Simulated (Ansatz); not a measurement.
Gas-phase electronic energies from Ansatz, PBE0-D4/def2-TZVP geometries. CCSD(T)/CBS adds triple-zeta CCSD(T) − MP2 to the extrapolated MP2 energy (def2 sets, frozen cores). This one scheme is used for every species. DFT in def2-TZVPP. Each species was taken in one conformer, which may not be the lowest.

Consider the ligand exchange at the Si–F bond: `CS[SiH](F)Cl` + CH₃OH → `CO[SiH](Cl)SC` + H–F.

```
    level  ΔE (kcal/mol)
r2SCAN-D4            9.6
  ωB97M-V            9.1
```

Problem. What does CCSD(T)/CBS give? (Best estimate.)

Solution. The calculation gave: +8.0 kcal/mol. The listed levels differ from it by 1.6, 1.1 kcal/mol.

Largest T1 diagnostic among the species: 0.011.

In def2-TZVPP, CCSD(T) changes the Hartree–Fock value by −3.0 kcal/mol (the triples alone add −0.5 kcal/mol) and MP2 by −3.9 kcal/mol. The D4 term adds −2.3 kcal/mol with B3LYP and −1.3 kcal/mol with PBE0; it sums over pairs of atoms, weighted by their polarisabilities, and B3LYP, whose exchange is more repulsive, gets the larger term.

B3LYP here is the variant with VWN-RPA as its local correlation; programs differ in this.
